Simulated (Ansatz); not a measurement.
Input and output for phenacyltetrahydrothiophenium, `O=C(C[S+]1CCCC1)c1ccccc1`.

```yaml
crystal:
  periodic: [false, false, false]
  atoms:
    - {symbol: O, position_ang: [-0.014185, -1.040869, 1.654927]}
    - {symbol: C, position_ang: [-0.633563, -0.339563, 0.851069]}
    - {symbol: C, position_ang: [0.172593, 0.770183, 0.153064]}
    - {symbol: S, position_ang: [1.803347, 0.753189, 0.985826]}
    - {symbol: C, position_ang: [2.776780, 1.901905, -0.102981]}
    - {symbol: C, position_ang: [3.394691, 1.031436, -1.198079]}
    - {symbol: C, position_ang: [3.821631, -0.272675, -0.513978]}
    - {symbol: C, position_ang: [2.629253, -0.769636, 0.306025]}
    - {symbol: C, position_ang: [-2.057435, -0.502024, 0.525812]}
    - {symbol: C, position_ang: [-2.778631, -1.519027, 1.197957]}
    - {symbol: C, position_ang: [-4.134147, -1.710969, 0.922689]}
    - {symbol: C, position_ang: [-4.781098, -0.895829, -0.024536]}
    - {symbol: C, position_ang: [-4.072827, 0.114883, -0.698428]}
    - {symbol: C, position_ang: [-2.715950, 0.314576, -0.425230]}
    - {symbol: H, position_ang: [-0.252480, 1.781927, 0.316224]}
    - {symbol: H, position_ang: [0.296339, 0.605917, -0.937292]}
    - {symbol: H, position_ang: [2.107509, 2.713383, -0.447415]}
    - {symbol: H, position_ang: [3.537815, 2.339305, 0.573690]}
    - {symbol: H, position_ang: [2.653979, 0.832075, -2.001352]}
    - {symbol: H, position_ang: [4.247832, 1.558320, -1.670317]}
    - {symbol: H, position_ang: [4.694063, -0.091620, 0.147510]}
    - {symbol: H, position_ang: [4.123818, -1.053218, -1.240787]}
    - {symbol: H, position_ang: [1.861753, -1.291081, -0.297196]}
    - {symbol: H, position_ang: [2.874570, -1.401765, 1.179388]}
    - {symbol: H, position_ang: [-2.249269, -2.141826, 1.933809]}
    - {symbol: H, position_ang: [-4.695691, -2.498336, 1.446851]}
    - {symbol: H, position_ang: [-5.849573, -1.048416, -0.239202]}
    - {symbol: H, position_ang: [-4.584425, 0.748539, -1.437549]}
    - {symbol: H, position_ang: [-2.176690, 1.111228, -0.960540]}
basis:
  gaussian: {orbitals: def2-SVPD, final_grid: {core_spheres: 20, valence_spheres: 16, degree: 47}}
total_charge: 1
hamiltonian: {xc: {name: r2SCAN}, dispersion: rvv10}
output: {forces: true}
```

```sh
$ ansatz run in.yaml --threads 4 --pin off --events-out ev --progress --plain --max-ram 6963MiB
```

It prints (some lines left out):

```
Functional definition: r2SCAN+rVV10
3443 factors; their error is unknown
mean field evaluation 1: about -25511.6277 eV, gradient 1.0e2 eV
mean field evaluation 2: about -25460.4439 eV, gradient 1.8e2 eV
mean field evaluation 4: about -25537.2278 eV, gradient 1.7e1 eV
mean field evaluation 8: about -25537.9226 eV, gradient 3.1e-1 eV
mean field evaluation 16: about -25537.7120 eV, gradient 9.3e-3 eV
mean field -25537.71196614 eV, -938.4936046729 hartree, gradient 4.1e-5 eV, S^2 0.000000; 0 other end points of the search recorded, 0 dependent functions left out
reference -25537.71199115 eV, -938.4936055918 hartree; 55, 55 occupied and 355, 355 virtual orbitals, 3443 factors
Total energy: -25537.71199115 eV, -938.4936055918 hartree
Atom 0 at    -0.014185    -1.040869     1.654927 Å, force    -0.370770     0.356711    -0.426635 eV/Å
Atom 1 at    -0.633563    -0.339563     0.851069 Å, force     0.214668    -0.207660     0.221731 eV/Å
Atom 2 at     0.172593     0.770183     0.153064 Å, force    -0.023708     0.090269    -0.066871 eV/Å
Atom 3 at     1.803347     0.753189     0.985826 Å, force     0.093176     0.033084    -0.230134 eV/Å
Atom 4 at     2.776780     1.901905    -0.102981 Å, force    -0.013007     0.176730     0.127598 eV/Å
Atom 5 at     3.394691     1.031436    -1.198079 Å, force    -0.004665     0.051971    -0.184709 eV/Å
Atom 6 at     3.821631    -0.272675    -0.513978 Å, force     0.194539    -0.079236    -0.019171 eV/Å
Atom 7 at     2.629253    -0.769636     0.306025 Å, force    -0.155071    -0.204743     0.105180 eV/Å
Atom 8 at    -2.057435    -0.502024     0.525812 Å, force    -0.089546    -0.076878     0.018386 eV/Å
Atom 9 at    -2.778631    -1.519027     1.197957 Å, force    -0.017915    -0.015508     0.005696 eV/Å
Atom 10 at    -4.134147    -1.710969     0.922689 Å, force     0.037647     0.011642     0.002063 eV/Å
Atom 11 at    -4.781098    -0.895829    -0.024536 Å, force     0.018317     0.022643    -0.008586 eV/Å
Atom 12 at    -4.072827     0.114883    -0.698428 Å, force     0.024580    -0.018105     0.021364 eV/Å
Atom 13 at    -2.715950     0.314576    -0.425230 Å, force    -0.008571     0.015508    -0.010175 eV/Å
Atom 14 at    -0.252480     1.781927     0.316224 Å, force     0.081908    -0.260121    -0.034435 eV/Å
Atom 15 at     0.296339     0.605917    -0.937292 Å, force    -0.024649     0.014288     0.275205 eV/Å
Atom 16 at     2.107509     2.713383    -0.447415 Å, force     0.168044    -0.217443     0.062888 eV/Å
Atom 17 at     3.537815     2.339305     0.573690 Å, force    -0.167627    -0.118449    -0.202064 eV/Å
Atom 18 at     2.653979     0.832075    -2.001352 Å, force     0.170327     0.029149     0.217783 eV/Å
Atom 19 at     4.247832     1.558320    -1.670317 Å, force    -0.214807    -0.143675     0.154064 eV/Å
Atom 20 at     4.694063    -0.091620     0.147510 Å, force    -0.233968    -0.024961    -0.152226 eV/Å
Atom 21 at     4.123818    -1.053218    -1.240787 Å, force    -0.110624     0.219534     0.184725 eV/Å
Atom 22 at     1.861753    -1.291081    -0.297196 Å, force     0.189722     0.146102     0.127365 eV/Å
Atom 23 at     2.874570    -1.401765     1.179388 Å, force    -0.039264     0.167155    -0.250722 eV/Å
Atom 24 at    -2.249269    -2.141826     1.933809 Å, force    -0.148041     0.156654    -0.189669 eV/Å
Atom 25 at    -4.695691    -2.498336     1.446851 Å, force     0.145910     0.201427    -0.133893 eV/Å
Atom 26 at    -5.849573    -1.048416    -0.239202 Å, force     0.274695     0.037148     0.054370 eV/Å
Atom 27 at    -4.584425     0.748539    -1.437549 Å, force     0.130437    -0.162074     0.189777 eV/Å
Atom 28 at    -2.176690     1.111228    -0.960540 Å, force    -0.121738    -0.201164     0.141095 eV/Å
Dipole moment:     0.926676     0.612103    -0.600577 e Å
```

Hardware: 4 threads of Arm Neoverse V1 on a shared host. Wall time 57 s, peak host memory 1.3 GiB.

The dipole of an ion depends on the origin.
